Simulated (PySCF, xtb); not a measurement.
W(NH)(S)(Cl)(Me) (CH₄ClNSW), SMILES [CH3][W]([Cl])(=[NH])=[S], multiplicity 1.

Harmonic wavenumbers (cm⁻¹) from GFN2-xTB in xtb at its own minimum, in rising order: 99, 108, 122, 154, 177, 194, 344, 453, 483, 532, 606, 627, 640, 934, 1260, 1441, 1462, 2853, 2870, 2930, 3339.

Question: What does PySCF with PBE0-D3(BJ)/def2-SVP give at its own minimum? (The exact figures need the calculation; the answer reports its results.)

Answer: 116, 139, 174, 191, 228, 251, 398, 531, 557, 568, 624, 659, 729, 1034, 1206, 1391, 1403, 3035, 3143, 3174, 3651. Paired by order, the mean absolute difference is 90 cm⁻¹ and the zero-point energies are 30.9 and 33.2 kcal/mol.
